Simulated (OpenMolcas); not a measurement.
## 4d ions of charge +3 along the row

* Program: OpenMolcas 26.06
* Method: SS-CASPT2, IPEA 0.25 Eh, imaginary shift 0.1 Eh
* Basis: ANO-RCC-VTZP
* Scalar Hamiltonian: DKH2, point nucleus
* Spin-orbit coupling: state interaction with AMFI integrals over the reference wave functions, term energies averaged over their components

Active space: the 4d shell; CASPT2 also correlates the outermost closed s and p core shells.

B and C come from two terms' centres of gravity (d2, d8: 3P = 15B, 1G = 12B + 2C; d3, d7: 4P = 15B, 2G = 4B + 3C; d4, d6: 3G = 9B + 4C, 3H = 4B + 4C; d5: 4D = 17B + 5C, 4G = 10B + 5C, above the ground term), where all their levels are at least 80 % pure. ζ = ±2S·A comes from the whole width of the ground multiplet by E(J) = (A/2) J(J+1), where its levels are at least 85 % pure. Energies in cm-1.

| Ion | Configuration | Lowest level | Weight (%) | B | B measured | C | C measured | ζ | ζ measured |
| --- | --- | --- | --- | --- | --- | --- | --- | --- | --- |
| Nb3+ | 4d² | ³F₂ | 99 | 647 |  | 2620 |  | 671 |  |
| Mo3+ | 4d³ | ⁴F_3/2 | 99 | 649 | 619 | 2694 | 2606 | 802 | 818 |
| Tc3+ | 4d⁴ | ⁵D₀ | 98 |  |  |  |  | 1037 |  |
| Ru3+ | 4d⁵ | ⁶S_5/2 | 99 |  |  |  |  |  |  |
| Rh3+ | 4d⁶ | ⁵D₄ | 98 |  |  |  |  | 1319 |  |
| Pd3+ | 4d⁷ | ⁴F_9/2 | 97 |  |  |  |  | 1587 |  |
| Ag3+ | 4d⁸ | ³F₄ | 99 |  |  |  |  |  |  |

Measured columns use the levels in Sugar and Musgrove, J. Phys. Chem. Ref. Data 17, 155 (1988) (Mo3+).

The computed ζ goes from 671 (Nb3+) to 1587 cm-1 (Pd3+), a factor of 2.37, rising at every step.

Term energies are means over components that CASPT2 splits; among the low terms the widest spread is 850 cm-1 (4d⁷ ²H, Pd3+). The CASPT2 spread within a term exceeds the gap to the next term for 4d³ ²P and 4d³ ²H, 4d³ ²H and 4d³ ²D(1), so the order of their levels is uncertain (figures for Mo3+; the like holds for Tc3+, Pd3+). Some levels mix across a computed gap that differs much from the measured one, so their mixing is not that of the real levels (holds for Mo3+). Computed and measured levels are paired by configuration, term and J; levels that our copy of the source lacks, or whose pairing is in doubt (as where it misses far off the trend of its configuration), stay unpaired and out of the deviations. Levels of configurations outside the active space are missing.

A number in round brackets counts repeated terms of one configuration in the order of the reference energies.
